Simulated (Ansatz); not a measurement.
Reaction: C2H3B (SMILES BC#C) → C2H2B (SMILES [C]#CB, doublet) + H (doublet) (the C-H bond breaks)
Each species at its own B3LYP-D3(BJ)/def2-TZVP minimum (Ansatz, a quantum-chemistry and plane-wave program).

Wanted: bond dissociation energy (electronic), in kcal/mol. UHF or UKS for unpaired electrons; spin-orbit terms are left out. CBS(X,Y): correlation extrapolated as X^-3, Hartree-Fock from the larger set. A bracket is a step between two methods taken in the basis named. The functionals are non-relativistic, so their misses hold any scalar relativity. Double hybrids freeze cores in their MP2 part. 'core' is core correlation in cc-pwCVTZ, 'X2C' scalar relativity in cc-pVTZ-DK, both at CCSD(T). For partners of very few electrons the exact lower level stands in for a higher one. The UHF reference of C2H2B (BC#[C], doublet) is spin-contaminated (<S^2> up to 0.03 over the pure value in the sets run).

CCSD(T)/CBS(cc-pVTZ,cc-pVQZ) + [CCSDT(Q) - CCSD(T)]/cc-pVTZ + core + X2C (Ansatz) gives 138.5 kcal/mol.

### Question
How far off this value is PBE/def2-TZVPD (Ansatz), in which direction, and how far these levels: r2SCAN/def2-TZVPD, B3LYP/def2-TZVPD, PBE0/def2-TZVPD, B2PLYP/def2-TZVPD, CCSD(T)/CBS(cc-pVTZ,cc-pVQZ) + core + X2C?

### Answer
PBE gives 131.3 kcal/mol, 7.2 kcal/mol below it. Differences of the others: r2SCAN/def2-TZVPD (Ansatz) -7.0; B3LYP/def2-TZVPD (Ansatz) -4.6; PBE0/def2-TZVPD (Ansatz) -5.0; B2PLYP/def2-TZVPD (Ansatz) -1.2; CCSD(T)/CBS(cc-pVTZ,cc-pVQZ) + core + X2C (Ansatz) 1.5 kcal/mol.
